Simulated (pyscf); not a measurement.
**F–C(F)(F)–SiH₂•, doublet**

Gas-phase minimum from PySCF at ωB97X-D3(BJ)/def2-SVP, one conformer. Other isomers of F–C(F)(F)–SiH₂• were not searched in full and may lie lower. 

SMILES: FC(F)(F)[SiH2]
```xyz
7

F      0.2569     0.7401    -2.5571
C      0.3770     0.5590    -1.2291
F      1.2305    -0.4633    -1.0371
F      0.9651     1.6656    -0.7293
Si    -1.3385     0.2351    -0.3908
H     -2.2162     1.4062    -0.6675
H     -1.1100     0.0226     1.0657
```
Charge 0, spin multiplicity 2.

Bonded distances (Å): F1–C2 1.346, C2–F3 1.346, C2–F4 1.349, C2–Si5 1.937, Si5–H6 1.489, Si5–H7 1.489. Bond angles (°): F1–C2–F3 107.4, F1–C2–F4 107.1, F1–C2–Si5 111.8, F3–C2–F4 107.1, F3–C2–Si5 111.9, F4–C2–Si5 111.3, C2–Si5–H6 108.1, C2–Si5–H7 108.1, H6–Si5–H7 112.6.

Properties at ωB97X-D3(BJ)/def2-SVP:

```yaml
harmonic_wavenumbers_unscaled: 149, 223, 227, 417, 511, 522, 656, 699, 756, 908, 1178, 1197, 1244, 2252, 2277 cm⁻¹
zero_point_energy: 18.9 kcal/mol
rotational_symmetry_number: 1
Entropy of this conformer at 298 K and 1 atm, rigid rotor and harmonic oscillator, modes under 100 cm⁻¹ raised to 100: 323.0 J/(mol K)
dipole_moment: 1.98 D
Spin expectation value S2: 0.751
```

Single-point totals, which compare only within one level:

| level | total energy (hartree) |
|---|---|
| ωB97X-D3(BJ)/def2-TZVP | -628.48426 |
| PBE/def2-TZVP | -627.95642 |
| r²SCAN/def2-TZVP | -628.26603 |
| B3LYP-D3(BJ)/def2-TZVP | -628.46025 |
| PBE0-D3(BJ)/def2-TZVP | -627.98584 |
| M06-2X/def2-TZVP | -628.29277 |
| ωB97M-D3(BJ)/def2-TZVP | -628.53048 |

Soft torsions are taken as harmonic, which can shift the entropy by several J/(mol K).
